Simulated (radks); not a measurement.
Q: Valence configurations of the iron ion Fe2+ (all share [Ar]). Method: scalar-relativistic Kohn-Sham, PBE, spin-polarised, spherical densities, finite nucleus; open shells are filled with parallel spins first; Fermi nuclear charge, rms radius 3.7377 fm; computed with a radial shooting solver on a logarithmic mesh with Libxc functionals. Order these by energy: 3d3.5 4s0.5 4p2; 3d4.5 4s0.5 4p1; 3d4.5 4p1.5; 3d5.5 4s0.5; 3d5 4s1; 3d6; 3d5 4p1; 3d5.5 4p0.5; 3d4 4p2.

A: From the lowest, in eV above it: 3d6 0.000; 3d5.5 4s0.5 1.498; 3d5 4s1 3.552; 3d5.5 4p0.5 4.642; 3d5 4p1 10.140; 3d4.5 4s0.5 4p1 16.159; 3d4.5 4p1.5 19.601; 3d4 4p2 30.446; 3d3.5 4s0.5 4p2 39.031. NIST lists [Ar] 3d6 as the ground configuration; this level of theory agrees among the configurations tried. The energies are those of spherical high-spin densities, not of single terms.
